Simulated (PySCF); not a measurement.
Computed shifts of a molecule CH8Cl2Si3, PBE/pcSseg-1 in PySCF, GIAO, gas phase, atoms alike by connectivity averaged where their shifts nearly agree, in ppm (number of nuclei): ²⁹Si: 58.2 (1), -74.4 (1), -104.7 (1). ¹³C: 9.9 (1). ¹H: 4.31 (3), 3.96 (3), 1.18 (1), 0.75 (1). References: ²⁹Si against TMS (σ = 335.4 ppm); ¹³C against TMS (σ = 182.0 ppm); ³⁵Cl against HCl (σ = 936.5 ppm); ¹H against TMS (σ = 31.49 ppm), references at their B3LYP-D3(BJ)/def2-TZVP geometries, non-relativistic (without spin–orbit terms, shifts of atoms bonded to Cl or Br come out too high). The structure is a stationary point at B3LYP-D3(BJ)/def2-SVP. One conformer was computed; it need not be the lowest.

Question: Which structure fits?
A. C[SiH2][SiH2][SiH](Cl)Cl
B. [SiH3][SiH2]C[SiH](Cl)Cl
C. [SiH3]C[Si]([SiH3])(Cl)Cl
D. C[SiH2][Si]([SiH3])(Cl)Cl

Answer: C, [SiH3]C[Si]([SiH3])(Cl)Cl
